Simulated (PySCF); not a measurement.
CF3C(O)CH3: calculation and literature

Atom-mapped SMILES (the numbers label the heavy atoms): `[CH3:1][C:2](=[O:3])[C:4]([F:5])([F:6])[F:7]`; H(Xn) means a hydrogen on atom n.

[PySCF 2.14.0 with density-fitted response routines: structure optimised with GFN2-xTB; GIAO PBE0/pcSseg-1 shieldings; no solvent model; single conformer; averaged over atoms made equivalent by symmetry, fast rotation or ring inversion; no relativistic terms]

Reference values: measured (solution, CH3CN, 313 K; J.-C. Zhuo, Molecules 4 (1999) 320).
| atoms | quantity | reference | computed | computed, scaled |
| --- | --- | --- | --- | --- |
| O3 | δ $^{17}$O vs H2O (external) | 573.8 | – | 575.3 |

Reference values: measured (G. Saielli, R. Bini, A. Bagno, Computational 19F NMR. 2. Organic compounds, RSC Adv. 2014, ESI (exp. from Berger-Braun-Kalinowski 1994 and Everett 1995)).
```json
{"atoms": "F5/F6/F7", "quantity": "δ $^{19}$F vs CFCl3", "reference": "-80.5", "computed": "-94.8", "computed, scaled": "-79.1"}
```

Computed shifts are σ(ref) − σ with the named reference compound (TMS for H and C) calculated as an isolated molecule at the same level. The measured values may be among those fitted. Shieldings were converted by a linear fit to measured shifts: $^{19}$F (scatter 6.0 ppm rms, 7.0 ppm with the 5 outliers that the fit left out vs CFCl3, solution or neat liquid, with a term for F on sp3 carbon); $^{17}$O (scatter 10.7 ppm rms, 12.2 ppm with the 3 outliers that the fit left out vs liquid water, solution or neat liquid). A few per cent of atoms miss by over 2 rms, more outside the fitted compound classes.
